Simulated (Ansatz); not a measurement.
```
atom   x (Å)    y (Å)    z (Å)
  Si  0.0000   0.0000  -0.1234
   H  0.0000   1.0085   0.8640
   H  0.0000  -1.0085   0.8640
```

Basis set: def2-TZVP (spherical functions). Correlated methods keep 5 orbitals frozen. Charge 0, multiplicity 1.

Computed with Ansatz (development build ahead of 0.2.0); each method stands on the lowest determinant of its kind that the runs found. Restricted open shells among the atoms or ions are ROHF, correlated in semicanonical orbitals with singles.

Problem. Give the atomization energy at this shape (free ground-state atoms in the same class of orbitals less the molecule, no zero-point energy) of singlet SiH₂ by RHF-MP2, RHF.

Solution.

```csv
method,atomization energy
RHF-MP2,135.34 kcal/mol
RHF,108.39 kcal/mol
```

Caution: the shape is not the minimum.
